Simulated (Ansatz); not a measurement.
Computed with Ansatz on PBE0-D4/def2-TZVP structures; ΔE is electronic, products minus reactants. CBS: MP2 limit from def2 TZ/QZ plus the TZ coupled-cluster correction, frozen cores. def2 core potentials past Kr. For Ga, Ge, I outer-core shells are correlated without core-valence functions, which leaves a few kJ/mol of doubt a bond. Scalar relativity is left out up to krypton. One conformer a species, not always the lowest.

Reaction (substitution at a C–N bond): `CN[SiH2][GaH2]` + `[OH][GeH2][I]` → `C[O][GeH2][I]` + `N[SiH2][GaH2]`

```
         species  CCSD(T)/CBS(def2) energy (Eh)
`CN[SiH2][GaH2]`                    -2310.57822
 `[OH][GeH2][I]`                    -2450.58625
 `C[O][GeH2][I]`                    -2489.82326
 `N[SiH2][GaH2]`                    -2271.33200
```

Task: Work out ΔE.

Result: ΔE = (-2489.82326) + (-2271.33200) − (-2310.57822) − (-2450.58625) = 0.00921 Eh = +5.8 kcal/mol.

Largest T1 diagnostic among the species: 0.012.

Leaving LDA and LC-ωPBE aside and taking each functional with its dispersion term where it has one, the values, not all of them listed here, spread over 1.8 kcal/mol, from B97M-V to revPBE-D4. In def2-TZVPP, CCSD(T) changes the Hartree–Fock value by +1.1 kcal/mol (the triples alone add +0.1 kcal/mol) and MP2 by +1.7 kcal/mol.
